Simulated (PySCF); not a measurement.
**Tc: interval between two levels**

Tc [Kr] 4d5 5s2 [6S5/2, M_J = 5/2] → Tc [Kr] 4d4 5s2 6s1 [6D9/2, M_J = 9/2], as a difference of total energies. All numbers are calculated (PySCF 2.14, the two-component X2C-1e Hamiltonian, in x2c-TZVPall-2c with one added diffuse shell each of s, p, d type (9s10p8d1f, 86 functions)). Correlated levels: [Ar] 3d10 frozen; the 6 highest virtual spinors dropped. "Screened" scales the spin-orbit matrix elements by Boettger's factors to mimic the two-electron term; Breit and QED terms are absent.

| method | interval between two levels (cm⁻¹) |
| --- | --- |
| GHF (spin-free) | 78484 |
| GMP2 (spin-free) | 80007 |
| GHF (screened spin-orbit) | 79403 |
| GMP2 (screened spin-orbit) | 80959 |

The labels give the starting determinants; with spin-orbit coupling the two ends relaxed to ⟨J²⟩ = 8.79, ⟨L²⟩ = 0.02, ⟨S²⟩ = 8.78 and ⟨J²⟩ = 24.90, ⟨L²⟩ = 6.25, ⟨S²⟩ = 8.72.

The promoted electron is Rydberg-like, and one or two diffuse shells describe it only roughly, which tends to raise the upper state.
